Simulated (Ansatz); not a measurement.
Species: C₃H₃, net charge 0, doublet state. It need not be the lowest isomer of its formula. SMILES: [CH]1[CH][CH]1
Structure (B3LYP-D3(BJ)/def2-TZVP (Ansatz, a first-principles code) minimum search):
```xyz
6

C      0.0286     0.7740    -0.0493
C     -0.7338    -0.4315     0.2393
C      0.6852    -0.3567    -0.0746
H      0.0445     1.8447    -0.1540
H     -1.5455    -0.8902    -0.3235
H      1.6206    -0.8695    -0.2148
```
Charge 0, spin multiplicity 2.

Wanted: atomisation energy (electronic, to ground-state atoms), in kcal/mol. Cores are frozen in the correlated levels unless marked. Open shells are spin-unrestricted. Spin-orbit coupling is left out. No relativistic terms. The coupled-cluster limit lacks core correlation, which all-electron functionals hold. Basis-set limits of correlation are two-point, X^-3; Hartree-Fock from the larger set. The bracket is a focal-point correction in the basis named.

```json
[
 {"level": "HF/cc-pVDZ", "program": "Ansatz", "atomisation energy (kcal/mol)": "405.5"}
]
```

Question: Predict the RI-MP2/CBS(aug-cc-pVTZ,aug-cc-pVQZ)+[CCSD(T)-MP2]/aug-cc-pVTZ result (Ansatz).

Answer: 572.2 kcal/mol, so HF/cc-pVDZ differs from it by -166.7 kcal/mol.
